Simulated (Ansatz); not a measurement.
[closo-1-(I)B7H6]2- (B₇H₆I²⁻), relaxed as a singlet with RKS r2SCAN-D4/def2-SVPD in Ansatz, starting from the GFN2-xTB geometry. Force threshold 0.02 eV/Å.

In the def2 sets I takes a core potential; there is no spin–orbit coupling. A multiply charged anion in the gas phase is held together partly by the finite basis. The highest occupied level of the charge -2 singlet lies above zero (up to 2.57 eV). The electron is either unbound and held by the finite basis, or the level is raised by self-interaction error.

Start:

| atom | x (Å) | y (Å) | z (Å) |
| --- | --- | --- | --- |
| B1 | -0.256 | 1.200 | 0.683 |
| B2 | -1.385 | 0.235 | -0.031 |
| B3 | -0.049 | -0.537 | 0.804 |
| B4 | 1.023 | -0.782 | -0.561 |
| B5 | -0.595 | -0.990 | -0.800 |
| B6 | 0.064 | 0.674 | -1.011 |
| B7 | 1.232 | 0.572 | 0.355 |
| I8 | -0.178 | -1.934 | 2.899 |
| H9 | -0.484 | 2.207 | 1.355 |
| H10 | -2.605 | 0.393 | 0.014 |
| H11 | 1.917 | -1.517 | -0.981 |
| H12 | -1.121 | -1.908 | -1.430 |
| H13 | 0.126 | 1.358 | -2.037 |
| H14 | 2.310 | 1.027 | 0.740 |

```
step  energy (eV)  largest force component (eV/Å)  SCF passes
   1  -12931.8082                           1.138          20
   2  -12931.8855                           0.433          19
   3  -12931.9126                           0.219          21
   4  -12931.9168                           0.038          22
   5  -12931.9169                           0.011          14
```

Force components are those of the run's own axes.

End:

```xyz
14

B    -0.260    1.216    0.699
B    -1.407    0.235   -0.026
B    -0.051   -0.552    0.828
B     1.039   -0.798   -0.564
B    -0.604   -1.010   -0.807
B     0.062    0.673   -1.009
B     1.252    0.578    0.367
I    -0.173   -1.869    2.801
H    -0.486    2.209    1.367
H    -2.614    0.389    0.022
H     1.923   -1.527   -0.976
H    -1.124   -1.919   -1.426
H     0.125    1.351   -2.025
H     2.317    1.024    0.750
```

By distances, no bond broke or formed. The bond that changes most is B3–I8, from 2.52 to 2.38 Å (atoms count from 1).

No frequencies were taken in this run, so the end may be a saddle point.

Run time 13 s (4 threads of Intel Xeon Platinum 8488C on a shared host).
